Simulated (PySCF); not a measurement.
NMR data simulated for an unnamed compound:

1H NMR (400 MHz, computed): δ 4.12 (s, 3H), 3.57 (s, 3H), 3.49 (m, 1H), 1.33 (m, 1H), 0.99 (m, 1H).

13C{1H} NMR (computed): δ 126.6 (C), 69.3 (CH), 61.2 (CH3), 21.3 (CH2), -2.0 (C).

Calculated, not measured (PySCF 2.14.0 with density-fitted response routines): coordinates at the GFN2-xTB level, GIAO PBE0/pcSseg-1 shieldings. No relativistic terms, single conformer, rapidly exchanging positions averaged, isolated molecule.

Shifts are taken against calculated references (same method and geometry level): 1H (σref 31.72) and 13C (σref 186.93) vs TMS.

Problem. Which of these does the molecule contain: an OH group, a three-membered ring, a methoxy group, a heteroaromatic ring, a vinyl group CH=CH2, a Si–H bond?

Solution. 
- An OH group: no.
- A three-membered ring: yes.
- A methoxy group: yes (δC 61.2; δH 3.57 (s)).
- A heteroaromatic ring: no.
- A vinyl group CH=CH2: no.
- A Si–H bond: yes (δH 4.12 (s)).

The data belong to SMILES CO[C@@H]1C[C@@]1([SiH3])C#N, C5H9NOSi; they needn't prove each group on their own.

Carbon signals by region: 1 in the sp2 and nitrile region (100–160 ppm), 2 at 50–100 ppm, 2 below 50 ppm.

Shifts are as computed. Against solution values, carbons near 30 ppm lie about +3 ppm off and those near 130 ppm about +5 ppm. Of 1211 compounds with measured shifts, 218 miss one by over three times the rms of a fit or turn the order of signals round; such compounds aren't used in these exercises. No couplings were computed; multiplicities are counted from neighbouring protons, with m where these are inequivalent, close in shift, in a saturated or five-membered ring or joined by F or P, and br s for small geminal =CH2 splittings.
